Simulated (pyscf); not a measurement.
## H₃Si–NH–B(Cl)–Cl (SMILES [SiH3]NB(Cl)Cl), singlet

Gas-phase minimum from PySCF at ωB97X-D3(BJ)/def2-SVP, one conformer. 

```
N
H 1 1.0160
B 1 1.3978 2 116.77
Cl 3 1.7643 1 121.94 2 0.06
Si 1 1.7704 2 118.37 3 -179.98
Cl 3 1.7708 1 118.95 2 -179.94
H 5 1.4865 1 110.88 2 119.04
H 5 1.4865 7 109.78 1 -122.85
H 5 1.4895 7 109.83 8 -120.86
```

Properties at ωB97X-D3(BJ)/def2-SVP:

```yaml
harmonic_wavenumbers_unscaled: 106, 131, 149, 249, 342, 491, 538, 620, 720, 720, 835, 962, 966, 974, 982, 1227, 1436, 2272, 2284, 2286, 3647 cm⁻¹
zero_point_energy: 31.4 kcal/mol
rotational_symmetry_number: 1
Entropy of this conformer at 298 K and 1 atm, rigid rotor and harmonic oscillator, modes under 100 cm⁻¹ raised to 100: 350.2 J/(mol K)
dipole_moment: 2.24 D
```

Single-point totals, which compare only within one level:

| level | total energy (hartree) |
|---|---|
| ωB97X-D3(BJ)/def2-TZVP | -1292.20022 |
| PBE/def2-TZVP | -1291.47964 |
| r²SCAN/def2-TZVP | -1291.98683 |
| B3LYP-D3(BJ)/def2-TZVP | -1292.19365 |
| PBE0-D3(BJ)/def2-TZVP | -1291.60334 |
| M06-2X/def2-TZVP | -1292.03927 |
| ωB97M-D3(BJ)/def2-TZVP | -1292.29261 |

Soft torsions are taken as harmonic, which can shift the entropy by several J/(mol K).
